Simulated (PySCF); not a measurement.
Shapes and spin states of CrS2

Method: PBE0 in PySCF with Cr def2-TZVP, S def2-TZVP; no relativity; density-fitted integrals.

Relaxations began from a few typed shapes and spin states; open shells are unrestricted. The search is not exhaustive: other isomers or separated fragments can lie lower, and high-lying points may rest on an excited occupation.

Task: Order these stationary points by electronic energy, lowest first, in kJ/mol from the lowest minimum.
A. singlet C2v: Cr–S 2.139 Å (×2), S–S 2.072 Å; Cr–S–S 61.0° (×2), S–Cr–S 57.9°
B. broken-symmetry Ms = 1 (⟨S²⟩ 3.87) C2v: Cr–S 2.325 Å (×2), S–S 1.964 Å; Cr–S–S 65.0° (×2), S–Cr–S 50.0°
C. singlet (closed shell, unstable to spin polarisation) D∞h: Cr–S 2.030 Å (×2); S–Cr–S 180.0°
D. singlet (closed shell, unstable to spin polarisation) C2v: Cr–S 1.991 Å (×2); S–Cr–S 124.9°
E. singlet (closed shell, unstable to spin polarisation) C2v: Cr–S 1.969 Å (×2); S–Cr–S 113.2°

Result: B (0.0), E (73.9), D (100.9), C (144.0), A (170.5).

Task: Which of them are minima?

Result: By energy in kJ/mol, 0.0: minimum; 73.9: minimum of the closed-shell surface only; 100.9: minimum of the closed-shell surface only; 144.0: saddle point, 2 imaginary modes; 170.5: minimum.

For the lowest minimum: the determinant is spin-contaminated (⟨S²⟩ = 3.87, pure value 2.00). Open d and f shells are described by one determinant, and the ground state may have another occupation or spin.
